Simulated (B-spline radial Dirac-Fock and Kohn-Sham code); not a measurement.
## Binding energies of Pm⁵⁺ at several levels of theory

System: Pm⁵⁺, 1s2 2s2 2p6 3s2 3p6 3d10 4s2 4p6 4d10 4f3 5s2 5p5.

The density-functional columns are spherical, spin-unpolarised Dirac-Kohn-Sham results without Breit or QED terms: −ε is minus the orbital energy of the initial state and ΔSCF the difference of two total energies. The reference in the last column comes from Dirac-Fock (average of configuration) total-energy differences with a finite nucleus, the Breit interaction including its frequency dependence, and self-energy and vacuum-polarisation corrections. All numbers are from a B-spline atomic structure program, in eV; a selection of levels is shown. The Kohn-Sham columns are given as differences from the reference. For the 1s level of heavy atoms much of the gap between ΔSCF and the reference is the Breit and QED part, -184.1 eV here; for other levels the error of the functional can be larger.

| level | PBE −ε − DF | PBE ΔSCF − DF | LDA −ε − DF | LDA ΔSCF − DF | Dirac-Fock |
| --- | --- | --- | --- | --- | --- |
| 1s | -218.4 | +216.7 | -262.5 | +171.3 | 45260.7 |
| 2s | -134.7 | -53.6 | -140.6 | -59.1 | 7512.7 |
| 2p1/2 | -102.2 | -0.4 | -104.6 | -2.7 | 7092.7 |
| 2p3/2 | -109.0 | -16.2 | -110.6 | -17.7 | 6539.3 |
| 3s | -70.2 | -42.3 | -71.8 | -43.9 | 1734.4 |
| 3p1/2 | -57.0 | -27.8 | -57.6 | -28.3 | 1555.1 |
| 3p3/2 | -56.3 | -28.6 | -56.7 | -28.9 | 1441.8 |
| 3d3/2 | -37.1 | -5.4 | -36.9 | -5.1 | 1133.7 |
| 3d5/2 | -37.7 | -6.5 | -37.4 | -6.2 | 1109.9 |
| 4s | -34.0 | -20.2 | -34.7 | -20.9 | 419.6 |
| 4p1/2 | -27.2 | -13.5 | -27.4 | -13.8 | 349.4 |
| 4d3/2 | -14.2 | -1.4 | -14.1 | -1.4 | 206.9 |
| 4d5/2 | -14.2 | -1.6 | -14.2 | -1.6 | 202.5 |
| 4f | -8.3 | +2.8 | -7.9 | +3.2 | 74.80 |
| 5s | -9.3 | -1.5 | -9.0 | -1.1 | 108.8 |
| 5p | -5.8 | +1.3 | -5.6 | +1.6 | 83.63 |

Values without a named source are computed, but for edge energies of neutral atoms, which are taken from tables.
